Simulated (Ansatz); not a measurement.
One change: `CS[Si](F)(Cl)Cl` becomes `F[Si](Cl)(Cl)S[SiH2]Cl`.

Ansatz, PBE0-D4/def2-TZVP geometries, multiplicity 1. Each molecule was computed in one conformer, which needn't be the lowest.

```csv
property,`CS[Si](F)(Cl)Cl`
LUMO energy (PBE/def2-TZVPP) / eV,-1.23
LUMO energy (B3LYP/def2-TZVPP) / eV,-0.51
HOMO–LUMO gap (PBE0/def2-TZVPP) / eV,7.42
size of the dipole moment (PBE/def2-TZVPP) / D,2.02
LUMO energy (PBE0/def2-TZVPP) / eV,-0.28
HOMO energy (ωB97M-V/def2-TZVPP) / eV,-9.89
```

**Question.** Give the same properties after the change, and the shifts. (Estimate.)

**Answer.** Ansatz gave: 
```csv
property,`F[Si](Cl)(Cl)S[SiH2]Cl`,shift
LUMO energy (PBE/def2-TZVPP) / eV,-1.44,-0.21
LUMO energy (B3LYP/def2-TZVPP) / eV,-0.70,-0.19
HOMO–LUMO gap (PBE0/def2-TZVPP) / eV,7.99,0.57
size of the dipole moment (PBE/def2-TZVPP) / D,0.89,-1.13
LUMO energy (PBE0/def2-TZVPP) / eV,-0.48,-0.20
HOMO energy (ωB97M-V/def2-TZVPP) / eV,-10.62,-0.73
```

With PBE0 the HOMO falls by 0.77 eV and the LUMO falls by 0.20 eV, so the gap widens by about 0.57 eV. PBE moves the HOMO by -0.77 eV and ωB97M-V by -0.73 eV. Dipoles are sizes alone; their direction can turn.

B3LYP here is the variant with VWN-RPA as its local correlation; programs differ in this.
